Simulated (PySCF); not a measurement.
Process, species as SMILES: N#P (N-P) + H+ → [NH+]#P
B3LYP-D3(BJ)/def2-TZVP geometries, fixed; electronic energies without zero-point terms; positive where energy is released.

Effect of the atomic grid (radial, angular points) at PBE/def2-TZVP with PySCF, against the last row, where the proton affinity is 195.48 kcal/mol. The proton sits at the site shown, which need not be the one that binds it best. Cost is core time over that of atom_grid: 75, 302, unpruned, rough, on shared machines of one kind; a dash marks a row that isn't timed (too short, read off another run, short of memory, by another algorithm or on other hardware).

| setting | grid points, largest species | largest shift of a total energy (mEh) | shift of the proton affinity (kcal/mol) | cost |
|---|---|---|---|---|
| atom_grid: 30, 110, unpruned | 9904 | -0.521 | 0.000 | - |
| atom_grid: 50, 194, unpruned | 29104 | 0.007 | 0.001 | 0.6× |
| atom_grid: 75, 302, unpruned | 67952 | -0.001 | 0.000 | 1× |
| atom_grid: 99, 590, unpruned | 175232 | 0.000 | 0.000 | 2× |
| atom_grid: 150, 974, unpruned | 438304 | 0.000 | 0.000 | 4× |

Within 0.02 kcal/mol in the proton affinity: atom_grid: 30, 110, unpruned; atom_grid: 50, 194, unpruned; atom_grid: 75, 302, unpruned; atom_grid: 99, 590, unpruned. The largest shift is 0.521 mEh in a total energy and 0.001 kcal/mol in the difference.
